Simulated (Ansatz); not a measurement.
An input meant for Si(vinyl)3(NMe2) (C8H15NSi) (charge 0, singlet).

```yaml
crystal:
  periodic: [false, false, false]
  atoms:
    - {symbol: Si, position_ang: [0.087186, 0.423089, 0.047239]}
    - {symbol: C, position_ang: [0.132196, 0.687949, 1.912376]}
    - {symbol: C, position_ang: [-0.721319, 0.087128, 2.766114]}
    - {symbol: H, position_ang: [0.855864, 1.417572, 2.323805]}
    - {symbol: H, position_ang: [-1.470798, -0.638628, 2.403239]}
    - {symbol: H, position_ang: [-0.715703, 0.289158, 3.851839]}
    - {symbol: C, position_ang: [1.850037, 0.408315, -0.618927]}
    - {symbol: C, position_ang: [2.955873, 0.288107, 0.145677]}
    - {symbol: H, position_ang: [1.987214, 0.422846, -1.718475]}
    - {symbol: H, position_ang: [2.896731, 0.254691, 1.248622]}
    - {symbol: H, position_ang: [3.970998, 0.215875, -0.283984]}
    - {symbol: C, position_ang: [-0.879931, 1.817012, -0.764469]}
    - {symbol: C, position_ang: [-0.324648, 2.768813, -1.542066]}
    - {symbol: H, position_ang: [-1.961425, 1.894475, -0.539662]}
    - {symbol: H, position_ang: [0.751879, 2.761438, -1.788477]}
    - {symbol: H, position_ang: [-0.911185, 3.604056, -1.964095]}
    - {symbol: N, position_ang: [-0.762503, -1.085362, -0.277077]}
    - {symbol: C, position_ang: [-1.625805, -1.271451, -1.425992]}
    - {symbol: C, position_ang: [-0.231471, -2.328728, 0.251947]}
    - {symbol: H, position_ang: [-1.116875, -1.798113, -2.272792]}
    - {symbol: H, position_ang: [-1.985468, -0.297188, -1.811506]}
    - {symbol: H, position_ang: [-2.520960, -1.882831, -1.159703]}
    - {symbol: H, position_ang: [0.417881, -2.137002, 1.129488]}
    - {symbol: H, position_ang: [-1.052518, -3.006466, 0.586055]}
    - {symbol: H, position_ang: [0.374768, -2.894767, -0.499198]}
basis:
  gaussian: {orbitals: def2-mTZVP}
magnetization: {spin_polarized: true, initial_magnetization: 0}
hamiltonian: {xc: {name: HF}, dispersion: d2}
accuracy: high
scf: {lower_state_search: full}
```

```sh
$ ansatz run in.yaml --threads 2 --pin off --events-out ev --progress --plain --max-ram 22528MiB --backend cuda --devices 0, --max-vram 18GiB
```

Shortened log:

```
Error: YAML parse error: error: line 32 column 43: hamiltonian.dispersion: `d2` is not `none`, `rvv10`, `d3bj`, `d3bjatm`, `d4` or a map `{method: …, s8: …, a1: …, a2_bohr: …}` (numbers without units, a2 in bohr) or `{method: …, functional: …}`
  --> <input>:32:43
   |
30 |   gaussian: {orbitals: def2-mTZVP}
31 | magnetization: {spin_polarized: true, initial_magnetization: 0}
32 | hamiltonian: {xc: {name: HF}, dispersion: d2}
   |                                           ^ hamiltonian.dispersion: `d2` is not `none`, `rvv10`, `d3bj`, `d3bjatm`, `d4` or a map `{method: …, s8: …, a1: …, a2_bohr: …}` (numbers without units, a2 in bohr) or `{method: …, functional: …}`
33 | accuracy: high
34 | scf: {lower_state_search: full}
   |
```

(1) Something in this input is off. What?

Results:

(1) The program holds no damping parameters for this pairing of functional and dispersion term, so they'd have to be typed. The input was rejected before any iteration.
